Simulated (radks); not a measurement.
The numbers below are computed, except where a source is named.
Q: The rubidium ion Rb+, [Kr]. Level of theory: non-relativistic Kohn-Sham, PBE, spin-polarised, spherical densities, point nucleus (a radial shooting solver on a logarithmic mesh with Libxc functionals). Every spin shell is full or empty, so the densities are truly spherical. Functionals are evaluated on that one density, not self-consistently. Rank these orbital-free kinetic functionals by their error against the exact value of the orbitals, and give that value: Thomas-Fermi, TF + vW, TF + vW/5, LC94, APBEK, revAPBEK, Perdew 92, Pearson, LKT, PG1, DePristo-Kress.

A: Exact: 2937.97 hartree. From best to worst, with 100 (|E| - |E exact|)/|E exact| (equal figures are ties): LC94 +0.05, DePristo-Kress -0.06, APBEK +0.13, revAPBEK +0.34, Perdew 92 -0.70, Pearson -1.04, TF + vW/5 +3.37, Thomas-Fermi -5.81, PG1 +17.03, LKT +21.56, TF + vW +40.12.
